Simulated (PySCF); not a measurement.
This PySCF input asks for the NMR shieldings of SMILES [Si@@H]1(C#N)C[SiH2]C[Si@@H](C#C)C1, C₆H₁₁NSi₃; the geometry comes from GFN2-xTB.

```python
import basis_set_exchange as bse
import numpy as np
from pyscf import gto, dft
from pyscf.prop import nmr

atoms = """
C     3.931259   -1.463486    0.879195
C     2.851142   -1.185751    0.429692
Si    1.182433   -0.736438   -0.248794
C     1.148140    1.132596   -0.610773
Si   -0.556683    1.794788   -1.126915
C    -1.805134    1.361057    0.247748
Si   -1.856325   -0.478428    0.708785
C    -2.474320   -1.410851   -0.792794
N    -2.854047   -1.985952   -1.708231
C    -0.119305   -1.137488    1.090250
H     4.876922   -1.709610    1.270751
H     0.937827   -1.525124   -1.463905
H     1.867123    1.351657   -1.398408
H     1.494873    1.674762    0.269753
H    -0.982075    1.171763   -2.385122
H    -0.509787    3.256637   -1.292018
H    -1.565138    1.936126    1.142254
H    -2.797700    1.685175   -0.062364
H    -2.826305   -0.774650    1.777921
H     0.210263   -0.722838    2.043158
H    -0.162084   -2.217003    1.229347
"""
names = dict.fromkeys(["C", "Si", "N", "H"], "pcSseg-1")
basis = {el: gto.basis.parse(bse.get_basis(n, elements=[el], fmt="nwchem")) for el, n in names.items()}
mol = gto.M(atom=atoms, basis=basis, charge=0, verbose=0)
mf = dft.RKS(mol, xc="PBE0")
mf.grids.level = 2
mf.grids.alignment = dft.numint.BLKSIZE   # the property module wants whole blocks of grid points
mf.conv_tol = 1e-9
mf.kernel()

calc = nmr.RKS(mf)   # GIAO
C = mf.mo_coeff
Co = C[:, mf.mo_occ > 0]
resp = mf.gen_response(singlet=True, hermi=2)
def vind(x):   # induced exchange potential for any number of trial vectors
    d = np.einsum("pi,xij,qj->xpq", C, 2 * x.reshape(-1, C.shape[1], Co.shape[1]), Co, optimize=True)
    return np.einsum("xpq,pi,qj->xij", resp(d - d.transpose(0, 2, 1)), C, Co, optimize=True).ravel()
mo1, _ = nmr.rhf.solve_mo1(calc, with_cphf=vind)
sigma = calc.kernel(mo1)
for i, s in enumerate(sigma):   # ppm
    print("%2d %-2s %9.2f" % (i, mol.atom_pure_symbol(i), np.trace(s) / 3))
```

Q: Give the expected output.

A: 
```
 0 C      83.42
 1 C      95.98
 2 Si    391.85
 3 C     190.07
 4 Si    394.41
 5 C     193.40
 6 Si    392.56
 7 C      60.60
 8 N     -96.79
 9 C     188.20
10 H      29.71
11 H      26.72
12 H      31.58
13 H      31.66
14 H      27.08
15 H      27.02
16 H      31.91
17 H      31.70
18 H      26.66
19 H      31.68
20 H      31.35
```

These numbers come from an equivalent density-fitted implementation of the same equations, which agrees with the script to about 0.01 ppm for H and up to a few tenths of a ppm for heavy atoms, so last digits may differ.

Size and cost of the density-fitted run: 246 basis functions, 94 s wall time on 1 thread of an Intel Xeon, shared host; peak memory 1.2 GiB.
